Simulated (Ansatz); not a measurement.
Geometry optimisation, UKS B3LYP-D4/def2-SVP in Ansatz 0.2.0.

The input (input.yaml):

```yaml
crystal:
  periodic: [false, false, false]
  atoms:
    - { symbol: Al, position_ang: [0.3329, -0.4938, 0.1661] }
    - { symbol: S, position_ang: [1.6138, 1.2031, -1.3955] }
    - { symbol: C, position_ang: [-0.5333, -1.8343, -0.9956] }
    - { symbol: O, position_ang: [1.1457, -0.6125, 1.5846] }
    - { symbol: H, position_ang: [0.1766, 1.2758, -0.3134] }
    - { symbol: C, position_ang: [-0.9337, 1.3843, 0.5235] }
    - { symbol: H, position_ang: [2.3605, 1.5842, -0.365] }
    - { symbol: H, position_ang: [-1.0824, -1.3294, -1.7939] }
    - { symbol: H, position_ang: [-1.2324, -2.5017, -0.4889] }
    - { symbol: H, position_ang: [0.2125, -2.4671, -1.4832] }
    - { symbol: H, position_ang: [1.6624, -0.6748, 2.3741] }
    - { symbol: H, position_ang: [-1.5239, 0.521, 0.8542] }
    - { symbol: H, position_ang: [-1.5873, 2.0135, -0.0722] }
    - { symbol: H, position_ang: [-0.6113, 1.9318, 1.4051] }
magnetization:
  spin_polarized: true
basis:
  gaussian: { orbitals: def2-SVP }
hamiltonian:
  xc: b3lyp
  dispersion: d4
relax:
  f_tol: 0.15
  max_steps: 25
  restrain:
    - { distance: [0, 5], at: 1.97, k: 30.0 }
    - { distance: [4, 1], at: 1.36, k: 30.0 }
    - { distance: [0, 1], at: 3.56, k: 30.0 }
    - { distance: [4, 5], at: 2.37, k: 30.0 }
```

Run as:

```bash
$ ansatz run input.yaml --threads 4 --pin off --max-ram 5120MiB --backend cpu --events-out ev --progress --plain --runs-dir out
```

**Question.** Where does it end, and by what steps?

**Answer.** It converged. The restraints hold the end off the free minimum; the threshold counts their pulls, which the force column leaves out. Restrained pairs: Al1–C6 (2.29 → 1.97 Å), S2–H5 (1.80 → 1.36 Å), Al1–S2 (2.64 → 3.55 Å), H5–C6 (1.39 → 2.38 Å). After 11 steps the energy has fallen by 0.647 eV (the restraints' own energy left out); H5 moved furthest, 0.98 Å.

```
step  energy less start (eV)  largest force component (eV/Å)  accepted
   0                  0.0000                           2.052       yes
   1                  0.6197                           2.108       yes
   2                  0.8476                           3.217       yes
   3                  0.7174                           3.001       yes
   4                  0.1419                           1.301       yes
   5                 -0.3050                           0.690       yes
   6                 -0.4599                           0.514       yes
   7                 -0.5635                           0.234       yes
   8                 -0.6063                           0.291       yes
   9                 -0.5880                           1.058        no
  10                 -0.6304                           0.277       yes
  11                 -0.6472                           0.244       yes
```

```xyz
14
Properties=species:S:1:pos:R:3
Al -0.079 -0.622 0.433
S 1.711 1.744 -1.523
C -0.590 -1.933 -0.917
O 1.132 -1.144 1.523
H 0.605 2.018 -0.780
C -1.014 1.092 0.695
H 2.524 1.887 -0.449
H -0.911 -1.461 -1.861
H -1.432 -2.556 -0.564
H 0.247 -2.614 -1.139
H 1.513 -0.723 2.299
H -1.899 0.941 1.343
H -1.403 1.503 -0.253
H -0.404 1.867 1.190
```

The run took 69 s on 4 threads of Arm Neoverse N1, with other jobs on the host, peak memory 0.42 GiB.
